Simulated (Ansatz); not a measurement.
Species: ScBr (charge 0, singlet). 
Coordinates optimised at B3LYP-D3(BJ)/def2-TZVP (Ansatz, a program for electronic structure):
```xyz
2

Sc     0.0000     0.0000    -1.4938
Br     0.0000     0.0000     0.8963
```
Charge 0, spin multiplicity 1.

Parts of the frozen-core correlation energy in STO-3G (Ansatz, hartree). Frozen orbitals: 23; correlated occupied orbitals by spin: 5 and 5; virtual: 8 and 8. Spin-orbit coupling is left out. Non-relativistic. The restricted reference is unstable.

```tsv
term	value
reference (HF)	-3296.89919
MP2 opposite-spin	(withheld)
MP2 same-spin	(withheld)
CCSD correlation	-0.06359
(T)	(withheld)
FCI minus CCSD(T)	-0.00031
T1 diagnostic	0.014
largest doubles amplitude	0.184
```

Task: Some entries are withheld; supply them.

Result: 
- MP2 opposite-spin, value: -0.03801
- MP2 same-spin, value: -0.00473
- (T), value: -0.00181
